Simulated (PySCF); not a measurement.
## Working with the constants of HfH

ROHF-CCSD(T) constants of HfH, ²Δ (doublet), unpaired electrons δ ↑ (Hf def2-TZVPPD with ECP60, H def2-TZVPPD; scalar-relativistic core potentials (PySCF 2.14); masses 179.9465 and 1.0078 u):

```
ωe                     : 1667.8 cm⁻¹
ωexe                   : 21.3 cm⁻¹
Be                     : 4.9248 cm⁻¹
αe                     : 0.101 cm⁻¹
D (centrifugal)        : 0.000172 cm⁻¹
De to Hf (5d2 6s2) + H : 2.81 eV
```

**Question.** Give the vibrational terms G(v) and spacings up to v = 6.

**Answer.** G(v) = ωe(v+½) − ωexe(v+½)².

| v | G(v) (cm⁻¹) | G(v) − G(v−1) | Bv (cm⁻¹) |
| --- | --- | --- | --- |
| 0 | 828.6 |  | 4.874 |
| 1 | 2453.8 | 1625.2 | 4.773 |
| 2 | 4036.4 | 1582.6 | 4.672 |
| 3 | 5576.4 | 1540.0 | 4.571 |
| 4 | 7073.8 | 1497.4 | 4.470 |
| 5 | 8528.6 | 1454.8 | 4.369 |
| 6 | 9940.8 | 1412.2 | 4.268 |

**Question.** How well does the Morse estimate ωe²/(4ωexe) reproduce De, and what is D0?

**Answer.** It gives 4.05 eV, 144 % of the computed De. D0 = De − G(0) = 2.81 − 0.10 = 2.71 eV.

Correlated steps freeze no core orbitals. These are scalar-relativistic numbers at best; spin–orbit coupling would shift them, the dissociation energy most. With d or f electrons several states lie close, and the lowest PBE0 determinant need not be the measured ground state.
